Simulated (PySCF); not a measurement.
Highest orbital energy against ionisation energy along the 4p block

Calculated with PySCF 2.14, no spin-orbit coupling. Each cell gives −ε(HOMO) / ΔSCF in eV; NIST values include spin-orbit coupling, (s) semi-empirical, (t) theoretical.

```json
{"species": "Ga⁺ (aug-cc-pVDZ-DK, spin-free X2C)", "UHF": "19.064 / 18.802", "LDA": "16.676 / 21.177", "PBE": "16.365 / 20.809", "PBE0": "17.248 / 20.482", "r2SCAN": "16.645 / 20.546", "NIST (lowest levels)": "20.515"}
{"species": "Ge⁺ (aug-cc-pVDZ-DK, spin-free X2C)", "UHF": "15.537 / 15.231", "LDA": "11.706 / 15.903", "PBE": "11.711 / 15.798", "PBE0": "12.821 / 15.819", "r2SCAN": "12.086 / 15.989", "NIST (lowest levels)": "15.935"}
{"species": "As⁺ (aug-cc-pVDZ-DK, spin-free X2C)", "UHF": "18.430 / 17.978", "LDA": "14.054 / 18.671", "PBE": "14.031 / 18.531", "PBE0": "15.302 / 18.577", "r2SCAN": "14.469 / 18.742", "NIST (lowest levels)": "18.589"}
{"species": "Se⁺ (aug-cc-pVDZ-DK, spin-free X2C)", "UHF": "21.423 / 20.841", "LDA": "16.465 / 21.485", "PBE": "16.421 / 21.326", "PBE0": "17.861 / 21.410", "r2SCAN": "16.946 / 21.598", "NIST (lowest levels)": "21.196 ± 0.01"}
{"species": "Br⁺ (aug-cc-pVDZ-DK, spin-free X2C)", "UHF": "20.975 / 20.194", "LDA": "16.570 / 21.637", "PBE": "16.445 / 21.348", "PBE0": "17.843 / 21.352", "r2SCAN": "16.829 / 21.430", "NIST (lowest levels)": "21.591"}
{"species": "Kr⁺ (aug-cc-pVDZ-DK, spin-free X2C)", "UHF": "24.182 / 23.276", "LDA": "19.171 / 24.655", "PBE": "19.029 / 24.348", "PBE0": "20.593 / 24.383", "r2SCAN": "19.466 / 24.466", "NIST (lowest levels)": "24.360"}
```

Q: How far is −ε(HOMO) from ΔSCF on average for each method, and why?

A: UHF 0.55 eV; LDA -4.81 eV; PBE -4.69 eV; PBE0 -3.39 eV; r2SCAN -4.39 eV. Hartree-Fock orbital energies lack relaxation and so exceed the ΔSCF value; semilocal functionals have convex E(N) from self-interaction, so their HOMO lies far too high; exact exchange moves hybrids part of the way back.
